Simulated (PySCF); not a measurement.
Atoms are numbered as in `[CH3:1][N:2]([CH3:3])[C:4](=[O:5])[SiH2:6][CH:7]([SiH3:8])[SiH3:9]`. Hydrogens are named by the atom that carries them.

Geometry: PBE0-D3(BJ)/def2-SVP; GIAO shifts from PySCF, gas phase, non-relativistic, averaged over equivalent atoms.

At PBE0/pcSseg-1 (249 basis functions, 80 s wall time on 1 thread of an Arm Neoverse V1, shared host):
| atoms | δ (ppm) |
| --- | --- |
| C4 | 182.8 |
| C1/C3 | 34.0 |
| C7 | -27.2 |
| N2 | 140.7 |
| O5 | 481.4 |
| Si6 | -47.1 |
| Si8/Si9 | -63.1 |
| H(Si6) | 4.60 |
| H(Si8)/H(Si9) | 4.03 |
| H(C1)/H(C3) | 2.88 |
| H(C7) | -0.65 |

δ = σ(ref) − σ, references computed at the same level: TMS for 13C (184.41 ppm), 29Si (351.99 ppm), 1H (31.27 ppm); 15N (265.67 ppm) against NH3; 17O (334.56 ppm) vs H2O.

Problem. What do these become at B3LYP/pcSseg-1?

Solution. 
| atoms | δ at B3LYP/pcSseg-1 | change |
| --- | --- | --- |
| C4 | 183.7 | +0.9 |
| C1/C3 | 34.3 | +0.3 |
| C7 | -25.5 | +1.7 |
| N2 | 145.7 | +5.0 |
| O5 | 484.3 | +2.9 |
| Si6 | -47.6 | -0.5 |
| Si8/Si9 | -64.7 | -1.6 |
| H(Si6) | 4.50 | -0.10 |
| H(Si8)/H(Si9) | 3.94 | -0.09 |
| H(C1)/H(C3) | 2.90 | +0.02 |
| H(C7) | -0.69 | -0.04 |

Shifts are taken against calculated references (same method and geometry level): 13C (σref 179.24), 29Si (σref 337.86), 1H (σref 31.38) vs TMS; NH3 for 15N (σref 263.54); 17O (σref 334.04) vs H2O.

The largest change is at N2 (amide-type nitrogen). Cost: 249 basis functions, 59 s wall time on 1 thread of an Arm Neoverse V1, shared host. The order of the carbon signals is the same at both levels.

Unscaled 17O shifts of doubly bonded oxygen tend to come out too high, by tens of ppm or more. Experimental scales use liquid or dissolved standards, which lie at an offset from isolated NH3 (liquid NH3: subtract about 20 ppm) and H2O (liquid H2O: subtract about 36 ppm).
